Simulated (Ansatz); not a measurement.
`c1c[se]c(-c2ccc(-c3ccc(-c4ccc(-c5ccc(-c6ccc[se]6)[se]5)[se]4)[se]3)[se]2)c1`, relaxed as a singlet with RKS r2SCAN-D4/def2-SVP in Ansatz, starting from the GFN2-xTB geometry. Force threshold 0.03 eV/Å.

Single mean-field runs in def2-SVP are fitted with def2-universal-jkfit.

Start:

```csv
atom,x (Å),y (Å),z (Å)
C1,-9.6338,-5.1383,-1.3886
C2,-9.4292,-5.1749,-2.7328
Se3,-7.8187,-4.3944,-3.2154
C4,-7.5462,-4.0590,-1.3837
C5,-6.3747,-3.3992,-0.9014
C6,-6.0624,-3.0987,0.4057
C7,-4.8406,-2.4452,0.6001
C8,-4.1076,-2.1859,-0.5357
C9,-2.8448,-1.5424,-0.6124
C10,-2.1098,-1.2803,-1.7463
C11,-0.8925,-0.6249,-1.5442
C12,-0.5819,-0.3270,-0.2365
C13,0.5812,0.3281,0.2404
C14,0.8929,0.6289,1.5471
C15,2.1122,1.2816,1.7468
C16,2.8469,1.5402,0.6120
C17,4.1089,2.1848,0.5345
C18,4.8413,2.4456,-0.6012
C19,6.0624,3.0996,-0.4060
C20,6.3741,3.3989,0.9014
C21,7.5454,4.0584,1.3838
C22,8.6049,4.5266,0.6439
C23,9.6331,5.1365,1.3875
C24,9.4272,5.1756,2.7313
Se25,7.8159,4.3984,3.2151
Se26,5.0158,2.8138,2.0641
Se27,1.9472,0.9123,-0.9232
Se28,-1.9472,-0.9160,0.9244
Se29,-5.0163,-2.8145,-2.0650
C30,-8.6054,-4.5292,-0.6443
H31,-10.5172,-5.5445,-0.9257
H32,-10.0899,-5.5916,-3.4718
H33,-6.7144,-3.3506,1.2249
H34,-4.4788,-2.1554,1.5770
H35,-2.4688,-1.5710,-2.7237
H36,-0.2236,-0.3592,-2.3507
H37,0.2230,0.3660,2.3538
H38,2.4722,1.5732,2.7237
H39,4.4793,2.1556,-1.5779
H40,6.7149,3.3505,-1.2249
H41,8.6487,4.4353,-0.4275
H42,10.5172,5.5400,0.9239
H43,10.0873,5.5929,3.4701
H44,-8.6482,-4.4404,0.4275
```

```csv
step,energy (eV),largest force component (eV/Å),SCF passes
1,-417131.6547,0.528,23
2,-417131.8400,0.136,22
3,-417131.8549,0.057,23
4,-417131.8555,0.019,25
```

Force components are those of the run's own axes.

End:

```xyz
44

C    -9.732   -5.190   -1.402
C    -9.528   -5.230   -2.760
Se   -7.910   -4.443   -3.227
C    -7.622   -4.098   -1.396
C    -6.441   -3.435   -0.908
C    -6.123   -3.133    0.410
C    -4.893   -2.474    0.614
C    -4.146   -2.205   -0.527
C    -2.875   -1.558   -0.638
C    -2.129   -1.291   -1.779
C    -0.900   -0.632   -1.575
C    -0.581   -0.328   -0.256
C     0.581    0.328    0.257
C     0.899    0.634    1.576
C     2.128    1.292    1.780
C     2.876    1.558    0.639
C     4.146    2.204    0.527
C     4.893    2.474   -0.613
C     6.123    3.133   -0.410
C     6.441    3.434    0.908
C     7.622    4.097    1.396
C     8.696    4.570    0.654
C     9.733    5.188    1.401
C     9.528    5.232    2.759
Se    7.909    4.448    3.226
Se    5.067    2.838    2.052
Se    1.963    0.921   -0.889
Se   -1.961   -0.924    0.891
Se   -5.065   -2.841   -2.051
C    -8.694   -4.573   -0.654
H   -10.630   -5.604   -0.935
H   -10.182   -5.649   -3.525
H    -6.790   -3.392    1.235
H    -4.542   -2.188    1.610
H    -2.479   -1.576   -2.775
H    -0.232   -0.372   -2.402
H     0.230    0.376    2.402
H     2.477    1.580    2.776
H     4.541    2.189   -1.610
H     6.789    3.394   -1.235
H     8.733    4.468   -0.433
H    10.632    5.601    0.934
H    10.180    5.654    3.523
H    -8.730   -4.475    0.433
```

By distances, no bond broke or formed. The bond that changes most is C23–H42, from 1.08 to 1.09 Å (atoms count from 1).

No frequencies were taken in this run, so the end may be a saddle point.

Hardware: 2 threads of AMD EPYC 7R13 on a shared host and a share (18 GiB) of an NVIDIA H100 80GB HBM3. Wall time 23 s, peak host memory 1.2 GiB.
